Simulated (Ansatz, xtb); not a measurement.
## Relative energy of two isomers of C4H5N3Si

We compare X, `N#Cc1cn([SiH3])cn1`, a singlet, with Y, `N#Cc1nccn1[SiH3]`, a singlet. Both are isolated molecules in the gas phase, relaxed with r2SCAN-D4/def2-SVP.

X (Å):

```xyz
13

C    -2.8925    0.3803    0.0553
C    -1.5036    0.1881    0.2997
C    -0.8448   -1.0262    0.4136
C     0.5406    0.6658    0.6607
N    -4.0328    0.5126   -0.1454
N     0.4780   -0.7182    0.6472
N    -0.6181    1.2336    0.4576
Si    1.8326   -1.8660    0.8844
H    -1.2118   -2.0491    0.3471
H     1.9642   -2.7105   -0.3320
H     1.5438   -2.7102    2.0736
H     3.0281   -1.0108    1.0934
H     1.4819    1.1926    0.8275
```

Y (Å):

```xyz
13

C    -2.1677   -0.9316    0.1201
C    -0.7906   -1.0011   -0.2254
C     1.0605   -1.3301   -1.2256
C     1.3780   -0.7718   -0.0003
N    -3.2822   -0.8511    0.4548
N    -0.2882   -1.4681   -1.3549
N     0.1843   -0.5551    0.6551
Si   -0.0634    0.1512    2.2910
H     1.7442   -1.6373   -2.0169
H     2.3338   -0.5147    0.4533
H    -0.8735    1.3884    2.1574
H     1.3086    0.4421    2.7803
H    -0.7504   -0.8522    3.1428
```

Quicker runs give these differences E(Y) − E(X): GFN2-xTB +2.6 kJ/mol; HF/STO-3G +11.3 kJ/mol (at GFN2-xTB geometries); r2SCAN-D4/def2-SVP//GFN2-xTB +4.8 kJ/mol.

Q: Estimate E(Y) − E(X) at the level CCSD(T)/def2-SVP + ΔMP2/def2-TZVPP.

A: Calculated at CCSD(T)/def2-SVP + ΔMP2/def2-TZVPP: E(Y) − E(X) = +8.5 kJ/mol, so structure X lies lower.

Level by level:

| level | geometry | E(Y) − E(X) (kJ/mol) | departure from the last row (kJ/mol) | job, with rough time for the two |
| --- | --- | --- | --- | --- |
| GFN2-xTB | GFN2-xTB | +2.6 | −6.0 | optimisation, 0.17 s |
| HF/STO-3G | GFN2-xTB | +11.3 | +2.8 | single point, 0.85 s |
| r2SCAN-D4/def2-SVP//GFN2-xTB | GFN2-xTB | +4.8 | −3.7 | single point, 5.1 s |
| r2SCAN-D4/def2-SVP | r2SCAN-D4/def2-SVP | +4.8 | −3.7 | optimisation, 47 s |
| HF/def2-SVP | r2SCAN-D4/def2-SVP | +19.3 | +10.7 | part of the CCSD(T) run |
| MP2/def2-SVP | r2SCAN-D4/def2-SVP | +6.9 | −1.6 | part of the CCSD(T) run |
| CCSD(T)/def2-SVP | r2SCAN-D4/def2-SVP | +11.0 | +2.4 | single point |
| CCSD(T)/def2-SVP + ΔMP2/def2-TZVPP | r2SCAN-D4/def2-SVP | +8.5 |  | single point, 65 s |

As drawn, both hold the same kinds of bond in the same numbers.

None of the levels shown reverses the order. The largest departure from CCSD(T)/def2-SVP + ΔMP2/def2-TZVPP is that of HF/def2-SVP, 10.7 kJ/mol. The last row adds to CCSD(T) the change of the MP2 difference between the two basis sets, here −2.4 kJ/mol.

With thermal terms from frequencies at re-optimised GFN2-xTB minima (ideal gas, soft modes damped towards free rotors, one conformer each, 298.15 K, 1 atm): on the last row, ΔE + ΔZPE = +8.4, ΔH = +8.3, ΔG = +8.6 kJ/mol.

The correlated steps freeze 12 core orbitals. Run with Ansatz 0.2.0, xtb 6.7.1; the last row on 2 threads of Intel(R) Xeon(R) 6975P-C (Granite Rapids) on a shared host.
